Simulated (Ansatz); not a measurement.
Frontier orbitals of BGeH$_{5}$S (`B[S][GeH3]`).

Total charge 0; spin multiplicity 1. Correlated methods include outer-core shells of Ge, which these sets cover unevenly. Scalar relativity is left out up to krypton. The geometry is a stationary point of PBE0-D4/def2-TZVP. Basis def2-TZVPP, Ansatz 0.2.0.

```csv
functional,HOMO (eV),LUMO (eV),gap (eV)
PBE,-7.04,-2.36,4.68
revPBE,-6.99,-2.26,4.73
B97M-V,-7.38,-2.13,5.25
PBE0,-8.14,-1.42,6.72
B3LYP,-7.90,-1.61,6.29
HSE06 (plane-wave form),-7.75,-1.80,5.95
BHLYP,-9.09,-0.40,8.69
ωB97M-V,-10.28,0.52,10.80
```

Against PBE, PBE0 changes HOMO and LUMO by −1.10 and +0.94 eV, ωB97M-V by −3.24 and +2.87 eV. A gap of 4.68 eV thus becomes 10.80 eV for the same molecule, so an orbital gap means little without its functional. A positive LUMO is unbound and depends on the basis.

B3LYP here is the variant with VWN-RPA as its local correlation; programs differ in this.
